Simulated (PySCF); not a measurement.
**State search for GaO**

Unrestricted PBE0; basis Ga def2-TZVPP, O def2-TZVPP; no relativity; PySCF 2.14. Outer shells of the fragments: Ga 3d10 4s2 4p1; O 2s2 2p4.

Followed along the bond (rough minima from three points):

| 2Ms+1 | unpaired | ⟨S²⟩ at the start | R at minimum (Å) | Te (eV) |
| --- | --- | --- | --- | --- |
| 2 | σ ↑ | 0.77 | 1.71 | 0.00 |
| 2 | π ↑ | 0.75 | 1.88 | 0.24 |
| 4 | σ ↑, π ↑↑ | 3.76 | 1.90 | 3.42 |

Solutions found at the starting distance of 1.805 Å, counted from the lowest of them; the search is not exhaustive and high or unbound solutions are not listed, so other states can lie among these:

| 2Ms+1 | unpaired | term | E (eV) | ⟨S²⟩ | ⟨Lz²⟩ | μ (D) |
| --- | --- | --- | --- | --- | --- | --- |
| 2 | σ ↑ | ²Σ⁺ | 0.00 | 0.77 | 0.00 | -3.86 |
| 2 | π ↑ | ²Π | 0.16 | 0.75 | 1.01 | -1.54 |
| 4 | σ ↑, π ↑↑ | mixed | 3.35 | 3.76 | 2.01 | -1.31 |
| 4 | σ ↑, π ↑↑ | mixed | 3.56 | 3.76 | 2.01 | -1.24 |
| 2 | σ ↑, π ↑↓ | mixed | 4.18 | 1.76 | 2.01 | -0.78 |
| 4 | σ ↑↑, π ↑ | ⁴Π | 5.76 | 3.76 | 1.00 | -2.27 |

A term symbol is given only where ⟨S²⟩ and ⟨Lz²⟩ are close to those of a pure state; real π, δ and φ orbitals otherwise mix terms. A positive dipole means Ga(−)O(+).

Problem. Compare the gap between the two lowest followed solutions at the starting distance with the gap between their minima.

Solution. At PBE0 the second solution (doublet, unpaired electrons π ↑) lies +0.16 eV from the first (doublet, unpaired electrons σ ↑) at 1.805 Å and +0.24 eV at the minima; the two curves relax by different amounts, since their minima lie near 1.88 and 1.71 Å.

Spin–orbit coupling is left out. Counting both spins, an empty level lies below a filled one in some of these solutions, because spin and occupation are held.
